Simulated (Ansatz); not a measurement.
Program: Ansatz. Geometries: PBE0-D4/def2-TZVP. ΔE: electronic, gas phase. CBS: MP2 limit from def2 TZ/QZ plus the TZ coupled-cluster correction, frozen cores. This one scheme is used for every species, atoms too. No spin–orbit coupling; open shells (•) take unrestricted orbitals. Spin–orbit coupling would lower the free atoms: a little for C, Si. One conformer a species, not always the lowest.

Consider the atomization: `C[Si](C)(C)/N=C/N[Si](C)(C)C` → 7 C• + 20 H• + 2 N• + 2 Si•.

`C[Si](C)(C)/N=C/N[Si](C)(C)C`:

Cartesian coordinates in Å:
```
C 2.591 -2.264 -1.236
Si 0.755 -1.861 -1.179
C -0.171 -3.288 -0.401
C 0.127 -1.572 -2.917
N 0.416 -0.445 -0.254
C 1.255 0.289 0.351
N 0.887 1.390 1.058
Si -0.790 1.928 1.220
C -0.657 3.460 2.287
C -1.807 0.622 2.076
C -1.495 2.353 -0.451
H 3.169 -1.455 -1.692
H 2.996 -2.447 -0.237
H 2.765 -3.165 -1.830
H -0.046 -4.208 -0.978
H -1.240 -3.067 -0.345
H 0.183 -3.476 0.616
H 0.658 -0.743 -3.392
H -0.937 -1.322 -2.904
H 0.258 -2.460 -3.542
H 2.342 0.103 0.358
H 1.638 1.897 1.497
H -0.225 3.234 3.265
H -0.044 4.231 1.811
H -1.648 3.890 2.458
H -1.814 -0.293 1.482
H -2.839 0.960 2.207
H -1.400 0.389 3.063
H -2.523 2.714 -0.357
H -0.906 3.133 -0.940
H -1.495 1.470 -1.092
```

```json
{"species": "`C[Si](C)(C)/N=C/N[Si](C)(C)C`", "MP2/def2-QZVPP energy (Eh)": "-965.83514"}
{"species": "C•", "MP2/def2-QZVPP energy (Eh)": "-37.76525"}
{"species": "H•", "MP2/def2-QZVPP energy (Eh)": "-0.49998"}
{"species": "N•", "MP2/def2-QZVPP energy (Eh)": "-54.50773"}
{"species": "Si•", "MP2/def2-QZVPP energy (Eh)": "-288.91898"}
```

(1) Work out ΔE.

Largest T1 diagnostic among the species: 0.012.

## Answers

(1) ΔE = 20 × (-0.49998) + 7 × (-37.76525) + 2 × (-54.50773) + 2 × (-288.91898) − (-965.83514) = 4.62537 Eh = +2902.5 kcal/mol. CCSD(T)/CBS gives +2902.1 kcal/mol.

At CCSD(T), def2-SVP lies −150.8 kcal/mol from the extrapolated value and def2-TZVPP −69.6 kcal/mol: correlation converges slowly with the basis, and small sets miss more of it in the bonded molecule than in its fragments. From r2SCAN to r2SCAN0 (25 % exact exchange), in def2-TZVPP and without D4, ΔE moves by −30.3 kcal/mol: exact exchange takes away binding that semilocal exchange gives to molecules. The D4 term adds +31.9 kcal/mol with B3LYP and +17.6 kcal/mol with PBE0; it sums over pairs of atoms, weighted by their polarisabilities, and B3LYP, whose exchange is more repulsive, gets the larger term.

B3LYP here is the variant with VWN-RPA as its local correlation; programs differ in this.

For atomizations the MP2-based limit and the directly extrapolated one differ by several kJ/mol either way, and by 10 to 25 for some Ge, Se and Sn compounds, so smaller differences from it don't rank the levels.
